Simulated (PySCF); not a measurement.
**Bonding in `CCCn1c(C)nnc1C`**

C₇H₁₃N₃.
Numbering: `[CH3:1][CH2:2][CH2:3][n:4]1[c:5]([CH3:6])[n:7][n:8][c:9]1[CH3:10]` (hydrogens: H11, H12, H13 on C1; H14, H15 on C2; H16, H17 on C3; H18, H19, H20 on C6; H21, H22, H23 on C10)

Structure used (GFN2-xTB), in Å, numbered top down from 1:
```
atom  x, y, z in Å
C1     2.8351   -0.7372    0.3319
C2     1.5000   -0.4419   -0.3372
C3     0.4372   -0.0465    0.6930
N4    -0.8286    0.2343    0.0729
C5    -1.8423   -0.6445   -0.2172
C6    -1.8307   -2.0823    0.1382
N7    -2.8066   -0.0205   -0.8266
N8    -2.4555    1.2719   -0.9583
C9    -1.2786    1.4301   -0.4286
C10   -0.5309    2.7060   -0.3484
H11    3.1977    0.1378    0.8669
H12    3.5769   -1.0166   -0.4116
H13    2.7355   -1.5559    1.0409
H14    1.6199    0.3691   -1.0583
H15    1.1586   -1.3225   -0.8852
H16    0.2994   -0.8586    1.4131
H17    0.7634    0.8445    1.2377
H18   -1.7704   -2.2109    1.2193
H19   -0.9836   -2.5910   -0.3206
H20   -2.7521   -2.5296   -0.2213
H21   -0.3629    2.9883    0.6913
H22   -1.1205    3.4771   -0.8342
H23    0.4341    2.6261   -0.8474
```

Bond orders from the PBE0/pcSseg-1 density (PySCF). One conformer (not necessarily the lowest) at the GFN2-xTB geometry, without solvent, vibrations or thermal averaging.

**Question.** Where do the orders between heavy atoms depart from those drawn in the SMILES?

**Answer.** The largest departure is 0.401, at N4–C5 (drawn aromatic, 1.099) and C9–N4 (drawn aromatic, 1.099), counting aromatic bonds as 1.5. The bonds drawn aromatic range from 1.10 to 1.64.

**Question.** Set the Mayer orders of the bonds between heavy atoms beside their lengths.

**Answer.** 
```json
{"bond": "C1–C2", "drawn as": "single", "length (Å)": "1.522", "Mayer order": "1.064"}
{"bond": "C2–C3", "drawn as": "single", "length (Å)": "1.532", "Mayer order": "1.027"}
{"bond": "C3–N4", "drawn as": "single", "length (Å)": "1.437", "Mayer order": "0.903"}
{"bond": "N4–C5", "drawn as": "aromatic", "length (Å)": "1.373", "Mayer order": "1.099"}
{"bond": "C5–C6", "drawn as": "single", "length (Å)": "1.481", "Mayer order": "1.072"}
{"bond": "C5–N7", "drawn as": "aromatic", "length (Å)": "1.300", "Mayer order": "1.642"}
{"bond": "N7–N8", "drawn as": "aromatic", "length (Å)": "1.346", "Mayer order": "1.204"}
{"bond": "N8–C9", "drawn as": "aromatic", "length (Å)": "1.300", "Mayer order": "1.642"}
{"bond": "C9–C10", "drawn as": "single", "length (Å)": "1.481", "Mayer order": "1.072"}
{"bond": "C9–N4", "drawn as": "aromatic", "length (Å)": "1.373", "Mayer order": "1.099"}
```

Bonds between the same two heavy elements. C–C: lowest C2–C3 (1.027, 1.532 Å), highest C5–C6 and C9–C10 (1.072, 1.481 Å). C–N: lowest C3–N4 (0.903, 1.437 Å), highest C5–N7 and N8–C9 (1.642, 1.300 Å). Bonds named together lie within 0.004.

**Question.** And the bonds to hydrogen?

**Answer.** C–H: 0.94 to 0.96 (13 bonds).

**Question.** Sum the orders of all bonds at each heavy atom with more than one neighbour and set the sums beside the valence in the SMILES.

**Answer.** C1 3.959 (drawn 4), C2 3.974 (drawn 4), C3 3.808 (drawn 4), N4 3.101 (drawn 3), C5 3.813 (drawn 4), C6 3.893 (drawn 4), N7 2.846 (drawn 3), N8 2.846 (drawn 3), C9 3.813 (drawn 4), C10 3.893 (drawn 4). Orders between atoms that aren't bonded are not in these sums.

For a closed shell the Mayer order of atoms A and B is Σ (PS)μν (PS)νμ over the basis functions μ on A and ν on B, with P the density and S the overlap matrix.

These values come from a run that also computed NMR shieldings. Rough CPU time on one thread of a shared machine: about 2.5 min.
